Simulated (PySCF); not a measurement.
PySCF 2.14 output of an unrestricted B97-3 calculation on a single atom or ion in aug-cc-pwCVTZ-DK, with scalar relativity by spin-free X2C-1e:

```
SCF conv_tol = 1e-09
number electrons alpha = 22  beta = 19
    T. W. Keal and D. J. Tozer.,  J. Chem. Phys. 123, 121103 (2005)
cycle= 1 E= -3818.9480088617  delta_E= -0.0123  |g|= 0.0248  |ddm|= 0.617
cycle= 2 E= -3818.94823747341  delta_E= -0.000229  |g|= 0.0138  |ddm|= 0.113
cycle= 3 E= -3818.94830702378  delta_E= -6.96e-05  |g|= 0.00622  |ddm|= 0.028
cycle= 4 E= -3818.94831264117  delta_E= -5.62e-06  |g|= 0.00071  |ddm|= 0.00876
cycle= 5 E= -3818.94831299374  delta_E= -3.53e-07  |g|= 5.17e-05  |ddm|= 0.00683
cycle= 6 E= -3818.9483129971  delta_E= -3.36e-09  |g|= 3.17e-06  |ddm|= 0.000805
cycle= 7 E= -3818.9483129971  delta_E= -7.28e-12  |g|= 2.49e-07  |ddm|= 6.15e-05
converged SCF energy = -3818.9483129971  <S^2> = 3.7570336  2S+1 = 4.0035153
```

The run itself started from symmetry-adapted Hartree-Fock orbitals and held the occupation by maximum overlap, on a logarithmic radial grid, so the iterations belong to that start.

**Question.** Which element, charge and spin multiplicity is this?

**Answer.** Nb (niobium, neutral), multiplicity 4; the state was [Kr] 4d3 5s2, high-spin 4F determinant (an excited configuration).
